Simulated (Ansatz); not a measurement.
Consider the redistribution: `S[SiH2][SeH]` + `[SiH3]/C=C/C[SiH3]` → `[SiH3]C[SiH2][SeH]` + `[SiH3]/C=C\S`.

Computed with Ansatz on PBE0-D4/def2-TZVP structures; ΔE is electronic, products minus reactants. CBS: MP2 limit from def2 TZ/QZ plus the TZ coupled-cluster correction, frozen cores. Double bonds are as drawn, so ΔE can hold a change between cis and trans. DFT in def2-TZVPP. B3LYP here is the variant with VWN-RPA as its local correlation; programs differ in this. For Se outer-core shells are correlated without core-valence functions, which leaves a few kJ/mol of doubt a bond. Scalar relativity is left out up to krypton. Each species was taken in one conformer, which may not be the lowest.

```tsv
level	ΔE (kJ/mol)	difference from CCSD(T)/CBS
PBE-D4	51.3	-6.3
PBE0-D4	56.0	-1.6
B3LYP-D4	55.5	-2.1
ωB97X-V	57.9	0.3
ωB97M-V	56.3	-1.3
r2SCAN	54.7	-2.9
MP2/def2-TZVPP	56.6	-1.0
CCSD(T)/def2-TZVPP	57.0	-0.6
MP2/def2-QZVPP	57.0	-0.6
HF/CBS(def2)	75.5	17.9
CCSD(T)/CBS	57.6	0
```

Largest T1 diagnostic among the species: 0.013.

In def2-TZVPP, CCSD(T) changes the Hartree–Fock value by −18.6 kJ/mol (the triples alone add −3.3 kJ/mol) and MP2 by −19.0 kJ/mol. From PBE to PBE0 (25 % exact exchange), in def2-TZVPP and without D4, ΔE moves by +4.2 kJ/mol. The D4 term adds −6.4 kJ/mol with B3LYP and −3.3 kJ/mol with PBE0; it sums over pairs of atoms, weighted by their polarisabilities, and B3LYP, whose exchange is more repulsive, gets the larger term.
